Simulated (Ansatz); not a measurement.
A thermochemical cycle in electronic energies (no zero-point or thermal terms), species as SMILES, kcal/mol. Geometries: B3LYP-D3(BJ)/def2-TZVP minima from Ansatz (a quantum-chemistry and plane-wave program). Cores are frozen in the correlated levels unless marked. UHF or UKS for open shells. No spin-orbit coupling. Frozen are the shells of the preceding noble gas and the d and f shells that filled before the atom's block. Non-relativistic. CBS(X,Y): correlation extrapolated as X^-3; Hartree-Fock from the larger set. Anions need diffuse functions, of which def2-TZVPD holds fewer than the aug- sets.

| step | CCSD(T)/CBS(aug-cc-pVTZ,aug-cc-pVQZ) (Ansatz) | r2SCAN-D4/def2-TZVPD (Ansatz + dftd4) |
|---|---|---|
| electron affinity EA, positive where the anion is bound: [AsH2] (AsH2) + e- → [AsH2-] | 29.8 | 21.8 |
| deprotonation energy A: [AsH3] (AsH3) → [AsH2-] + H+ | 363.1 | 369.3 |
| ionisation of the H atom at the same level, IE | 313.7 | 313.7 |

Question: Find the bond energy D: [AsH3] (AsH3) → [AsH2] (AsH2) + H atom.

Answer: Breaking the bond, ionising the H atom and attaching the electron to the radical add up to the deprotonation, A = D + IE - EA. At CCSD(T)/CBS(aug-cc-pVTZ,aug-cc-pVQZ): D = A - IE + EA = 363.1 - 313.7 + 29.8 = 79.2. At r2SCAN-D4/def2-TZVPD: D = A - IE + EA = 369.3 - 313.7 + 21.8 = 77.4. The functional differs from the first level by -1.8 in D, -8.0 in EA and +6.2 in A; for EA and A the gap mixes functional and basis.
